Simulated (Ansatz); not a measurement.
Process, species as SMILES: CO[SiH3] [methoxysilane] -> [CH2]O[SiH3] + H atom (the C-H bond at the site shown breaks; other sites are not compared here)
Each molecule is optimised on its own at B3LYP-D3(BJ)/def2-TZVP (Ansatz, a quantum-chemistry and plane-wave program), one conformer each, not searched for the lowest.
Geometry of the first species:
```xyz
9

Si     1.0072     0.2847     0.1736
O     -0.3092    -0.5077    -0.4154
C     -1.6411    -0.1893    -0.0463
H      2.1880    -0.3427    -0.4511
H      1.0809     0.1649     1.6527
H      0.9516     1.7305    -0.1643
H     -1.8932     0.8414    -0.3167
H     -1.7973    -0.3187     1.0297
H     -2.3104    -0.8637    -0.5797
```

Property: bond dissociation energy (electronic energy difference), in kcal/mol. Correlated levels leave the core frozen unless marked. UHF or UKS for open shells. Spin-orbit coupling is left out. No relativistic terms. CBS marks a two-point X^-3 extrapolation of the correlation energy; Hartree-Fock from the larger set (for Q and 5 zeta extrapolated as (X+1)exp(-9√X)).

Level to compare with: CCSD(T)/CBS(cc-pV(Q+d)Z,cc-pV(5+d)Z) (Ansatz), 104.4 kcal/mol. It is a level with limits of its own, and the differences hold the functionals' basis error too.

Question: Rank these functionals by how close they come to CCSD(T)/CBS(cc-pV(Q+d)Z,cc-pV(5+d)Z), closest first: revPBE/def2-TZVPD (Ansatz); B3LYP/def2-TZVPD (Ansatz); BLYP/def2-TZVPD (Ansatz).

Answer: B3LYP/def2-TZVPD (global hybrid, 101.2 kcal/mol, difference -3.2), BLYP/def2-TZVPD (GGA, 99.3 kcal/mol, difference -5.1), revPBE/def2-TZVPD (GGA, 97.5 kcal/mol, difference -6.9)
